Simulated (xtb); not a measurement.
xtb input (GFN-FF):

```bash
xtb mol.xyz --gfnff --opt tight --chrg 0 --uhf 0
```
mol.xyz:
```
14

C     -0.81968119     1.82906208    -0.06733124
Si    -0.61094813     0.14854351     0.70376356
C     -1.62022597    -1.17486020    -0.12825819
O      1.04299894    -0.29225780     0.70498128
C      1.74743800    -0.45730799    -0.41335881
O      1.32324316    -0.32161174    -1.53000824
H     -0.17369229     2.56576437     0.41396131
H     -0.57845727     1.79935813    -1.13026194
H     -1.85287649     2.16761237     0.04342142
H     -0.89915938     0.19594549     2.15360092
H     -1.38548069    -1.22887426    -1.19168196
H     -1.43121750    -2.15290734     0.31825502
H     -2.68598041    -0.95848316    -0.01998350
H      2.78501602    -0.73843181    -0.18609594
```

End of the output:

```
         :::::::::::::::::::::::::::::::::::::::::::::::::::::
         ::                     SUMMARY                     ::
         :::::::::::::::::::::::::::::::::::::::::::::::::::::
         :: total energy              -2.027095038606 Eh    ::
         :: gradient norm              0.000244677466 Eh/a0 ::
         ::.................................................::
         :: bond energy               -2.006969273045 Eh    ::
         :: angle energy               0.012261359006 Eh    ::
         :: torsion energy             0.000015586379 Eh    ::
         :: repulsion energy           0.109000090802 Eh    ::
         :: electrostat energy        -0.132013832897 Eh    ::
         :: dispersion energy         -0.007263112162 Eh    ::
         :: HB energy                  0.000000000000 Eh    ::
         :: XB energy                  0.000000000000 Eh    ::
         :: bonded atm energy         -0.002125856688 Eh    ::
         :: external energy            0.000000000000 Eh    ::
         :: add. restraining           0.000000000000 Eh    ::
         :: total charge              -0.000000000000 e     ::
         :::::::::::::::::::::::::::::::::::::::::::::::::::::

           -------------------------------------------------
          |                Property Printout                |
           -------------------------------------------------

molecular dipole:
                 x           y           z       tot (Debye)
 q only:       -1.261       0.324       0.639       3.686
Note: The following floating-point exceptions are signalling: IEEE_UNDERFLOW_FLAG IEEE_DENORMAL
normal termination of xtb
           -------------------------------------------------
          |                Geometry Summary                 |
           -------------------------------------------------

      molecular mass/u    :      104.1800423
   center of mass at/Å    :        0.0207763      -0.0063984       0.0360105
  moments of inertia/u·Å² :        0.1387546E+03   0.2060938E+03   0.2269964E+03
rotational constants/cm⁻¹ :        0.1214924E+00   0.8179593E-01   0.7426389E-01

 * 13 selected distances

     #   Z          #   Z                                           value/Å
     1   6 C        2  14 Si                                      1.8730248 (max)
     2  14 Si       3   6 C                                       1.8730126
     2  14 Si       4   8 O                                       1.6677098
     4   8 O        5   6 C                                       1.3400766
     5   6 C        6   8 O                                       1.2078722
     1   6 C        7   1 H                                       1.0856417
     1   6 C        8   1 H                                       1.0861973
     1   6 C        9   1 H                                       1.0858195
     2  14 Si      10   1 H                                       1.4677194
     3   6 C       11   1 H                                       1.0862076
     3   6 C       12   1 H                                       1.0856529
     3   6 C       13   1 H                                       1.0858314
     5   6 C       14   1 H                                       1.0833477 (min)

 * 5 distinct bonds (by element types)

   Z      Z             #   av. dist./Å        max./Å        min./Å
   1 H    6 C           7     1.0855283     1.0862076     1.0833477
   6 C    8 O           2     1.2739744     1.3400766     1.2078722
   1 H   14 Si          1     1.4677194     1.4677194     1.4677194
   6 C   14 Si          2     1.8730187     1.8730248     1.8730126
   8 O   14 Si          1     1.6677098     1.6677098     1.6677098

optimized geometry written to: xtbopt.xyz

           -------------------------------------------------
          | TOTAL ENERGY               -2.027095038606 Eh   |
          | GRADIENT NORM               0.000244677466 Eh/α |
           -------------------------------------------------
########################################################################
[WARNING] Runtime exception occurred
-1- gfnff_setup: Could not read topology file.
########################################################################

------------------------------------------------------------------------
------------------------------------------------------------------------
 total:
 SCF:
 ANC optimizer:
```
